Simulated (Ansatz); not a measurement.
`Br/C=C\Br` + `CC` → `CC/C=C\Br` + HBr at 500 K and 1 bar (formal exchange of groups at a C–Br bond).

Isolated molecules relaxed with PBE0-D4/def2-TZVP in Ansatz; ΔE leaves out vibrations. CCSD(T)/CBS adds triple-zeta CCSD(T) − MP2 to the extrapolated MP2 energy (def2 sets, frozen cores). This one scheme is used for every species. Double bonds are as drawn, so ΔE can hold a change between cis and trans. For Br outer-core shells are correlated without core-valence functions, which leaves a few kJ/mol of doubt a bond. Scalar relativity is left out up to krypton. One conformer a species, not always the lowest.

```
    species  CCSD(T)/CBS energy (Eh)  H − E (kJ/mol)  S (J/(mol·K))
`Br/C=C\Br`              -5223.91292           117.2          351.8
       `CC`                -79.71954           220.5          259.9
`CC/C=C\Br`              -2729.72518           304.1          405.1
        HBr              -2573.91920            30.5          213.7
```

H − E and S are ideal-gas, rigid-rotor, harmonic terms from PBE0-D4/def2-TZVP, for one conformer and one mirror image of each species. 1 Eh = 2625.50 kJ/mol, R = 8.31446 J/(mol·K).

Task: By hand: ΔE, ΔH, ΔS and ΔG.

Result: ΔE = (-2729.72518) + (-2573.91920) − (-5223.91292) − (-79.71954) = -0.01192 Eh = -31.3 kJ/mol. Δ(H − E) = 304.1 + 30.5 − 117.2 − 220.5 = -3.1, so ΔH = -34.4 kJ/mol. ΔS = 405.1 + 213.7 − 351.8 − 259.9 = 7.1 J/(mol·K). ΔG = -34.4 − 500 × (7.1)/1000 = -37.9 kJ/mol.

Task: By hand: the equilibrium constant, and the temperature at which ΔG would vanish if ΔH and ΔS stayed fixed.

Result: log₁₀ K = −ΔG/(RT ln 10) = 4.0. ΔH and −TΔS have one sign here, so there is no such temperature.

The number of gas molecules stays the same, so ΔS is small and ΔH decides. A doubt of 5 kJ/mol in ΔE shifts log₁₀ K by 0.5 here. Other conformers and mirror images would add mixing entropy, several J/(mol·K) or more a flexible species. Modes under 60 cm⁻¹, often nearly free rotors, make the harmonic entropy too high. These are equilibria of isolated gas molecules and say nothing of rates. Largest T1 diagnostic: 0.009 (customary marks: 0.02 for closed shells, 0.045 for open ones).

ΔS is within the doubt of such terms, so its sign, and with it that verdict, could turn.
